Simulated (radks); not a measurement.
Values are calculated unless marked as measured or tabulated.
Cd4+, configuration [Kr] 4d8.

Code: a radial shooting solver on a logarithmic mesh with Libxc functionals. Model: scalar-relativistic Kohn-Sham, Slater X-alpha with alpha = 0.684, spin-unpolarised, spherical densities, point nucleus.

Energy parts (hartree):
| part | energy |
|---|---|
| total | -5584.58070 |
| kinetic | 5813.29488 |
| electron-nucleus | -13424.93745 |
| Hartree | 2173.88119 |
| exchange | -146.81931 |

Orbitals (lengths in bohr, moments of r in powers of bohr; r(max) is where P^2 peaks):
\begin{tabular}{lrrrrrr}
orbital & occ. & eigenvalue (hartree) & <r> & <1/r> & <r^4> & r(max) \\ \hline
1s & 2 & -975.9551 & 0.03042 & 50.60 & 4.075e-06 & 0.01970 \\
2s & 2 & -146.6598 & 0.1317 & 11.51 & 0.0007189 & 0.1113 \\
2p & 6 & -131.8985 & 0.1149 & 11.11 & 0.0005150 & 0.08898 \\
3s & 2 & -28.92844 & 0.3588 & 4.058 & 0.03315 & 0.3241 \\
3p & 6 & -24.08381 & 0.3573 & 3.869 & 0.03525 & 0.3172 \\
3d & 10 & -16.47883 & 0.3346 & 3.644 & 0.03306 & 0.2653 \\
4s & 2 & -5.81182 & 0.8703 & 1.592 & 1.093 & 0.7918 \\
4p & 6 & -4.36464 & 0.9427 & 1.444 & 1.589 & 0.8394 \\
4d & 8 & -2.25740 & 1.154 & 1.149 & 4.216 & 0.9547 \\
\end{tabular}

The highest occupied level is 4d at -61.427 eV. Summed over all electrons, <r^2> = 22.96 bohr^2, which gives a Langevin (diamagnetic) susceptibility term of -18.2 x 10^-6 cm^3/mol. For comparison, the ionisation energy in NIST's Atomic Spectra Database is 68 eV (theoretical). In exact Kohn-Sham theory the highest level is minus the ionisation energy, but local and semilocal functionals leave it too shallow, through self-interaction and a potential that decays too fast; potentials with the right tail come closer.

Beside tabulated values, note that spin-unpolarised runs miss the spin-polarisation part of the exchange energy of open shells.
